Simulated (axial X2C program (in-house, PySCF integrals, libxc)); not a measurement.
The numbers below are computed, except where a source is named.
# CaP⁻: input and output

Program: an axial X2C code built on PySCF integrals.

The run was started with this input:
```json
{"zs": [20, 15], "q": -1, "bas": ["dyall-acv3z", "dyall-av3z"], "levels": ["PBE0", "HF", "PBE50"], "cc": true, "r0": 2.49, "thr": -1.0, "nmax": 90, "npts": 10, "nst": 2, "ntry": 6}
```
```bash
python so2c.py task.json out
```

Keys: zs atomic numbers; q charge; bas basis sets; levels methods; cc coupled cluster on or off; r0 starting distance in Å; thr threshold in hartree for freezing inner shells (an s shell follows its p shell); nmax most natural virtual spinors; npts points on the curve; nst determinants followed; ntry starts of the search. HF also brings MP2.

Output of the HF step, scalar-relativistic, at R = 2.622 Å for the state M_S = 1, Λ = 1. It starts from PBE0 orbitals of this distance. Shown is the second, level-shifted attempt; the first did not converge.

```
spin-free X2C-1e  HF
basis functions 183  fitting functions 717  grid points 5085
iter        total energy     max residual
   1      -1021.170755062     1.20e-01
   2      -1021.187443742     4.61e-03
   3      -1021.189314845     2.87e-03
   4      -1021.190143076     2.51e-03
   5      -1021.190699815     2.12e-03
   6      -1021.191118877     1.72e-03
   7      -1021.191548274     1.26e-03
   8      -1021.191734922     9.17e-04
   9      -1021.191909200     6.22e-04
  10      -1021.191994027     4.41e-04
  11      -1021.192046895     4.27e-04
  12      -1021.192080369     4.19e-04
  13      -1021.192108880     4.25e-04
  14      -1021.192126637     4.08e-04
  15      -1021.192143587     4.08e-04
  16      -1021.192153678     3.93e-04
  17      -1021.192157355     3.75e-04
  18      -1021.192148069     3.40e-04
  19      -1021.192131335     3.06e-04
  20      -1021.192104801     3.11e-04
  21      -1021.192090322     2.89e-04
  22      -1021.192044083     3.69e-04
  23      -1021.191967324     5.58e-04
  24      -1021.191967555     3.05e-04
  25      -1021.191970399     2.36e-04
  26      -1021.191858833     6.96e-04
  27      -1021.191830724     4.96e-04
  28      -1021.191819042     3.79e-04
  29      -1021.191828000     2.63e-04
  30      -1021.191801964     3.01e-04
  31      -1021.191831570     2.59e-04
  32      -1021.191849091     2.80e-04
  33      -1021.191849166     2.41e-04
  34      -1021.191864912     2.77e-04
  35      -1021.191875389     2.76e-04
  36      -1021.191927301     4.41e-04
  37      -1021.191909554     2.39e-04
  38      -1021.191907975     2.42e-04
  39      -1021.191908846     2.46e-04
  40      -1021.191861553     3.71e-04
  41      -1021.191825452     3.90e-04
  42      -1021.191823100     2.31e-04
  43      -1021.191843547     2.67e-04
  44      -1021.191799767     3.47e-04
  45      -1021.191795451     2.46e-04
  46      -1021.191806641     2.40e-04
  47      -1021.191844008     3.51e-04
  48      -1021.191852020     2.90e-04
  49      -1021.191879974     3.40e-04
  50      -1021.191867407     2.37e-04
  51      -1021.191829783     3.42e-04
  52      -1021.191801942     3.34e-04
  53      -1021.191822832     2.43e-04
  54      -1021.191802726     2.19e-04
  55      -1021.191842508     3.27e-04
  56      -1021.191896867     4.72e-04
  57      -1021.191895237     2.68e-04
  58      -1021.191896991     2.50e-04
  59      -1021.191937215     3.84e-04
  60      -1021.191922838     2.32e-04
  61      -1021.191892212     2.89e-04
  62      -1021.191815659     5.83e-04
  63      -1021.191780706     4.63e-04
  64      -1021.191840144     3.16e-04
  65      -1021.191860304     3.16e-04
  66      -1021.191923735     5.36e-04
  67      -1021.191945099     3.43e-04
  68      -1021.191950651     2.92e-04
  69      -1021.191957973     2.84e-04
  70      -1021.191920171     3.19e-04
  71      -1021.191902994     2.85e-04
  72      -1021.191907890     2.21e-04
  73      -1021.191770119     8.49e-04
  74      -1021.191751513     5.17e-04
  75      -1021.191831593     3.65e-04
  76      -1021.191893747     5.20e-04
  77      -1021.191929888     3.99e-04
  78      -1021.191970443     4.46e-04
  79      -1021.192003718     4.30e-04
  80      -1021.191990680     3.68e-04
NOT converged
one-electron -1531.01396044  Coulomb 507.62438973  exact exchange -58.34901161  xc functional 0.00000000  nuclear repulsion 60.54659164
```
Energies are in hartree; totals compare only within one Hamiltonian and basis. The determinant is spin-polarised beyond a pure state at some levels (its spin-free form has ⟨S²⟩ too high), which makes Re and μ there less reliable.
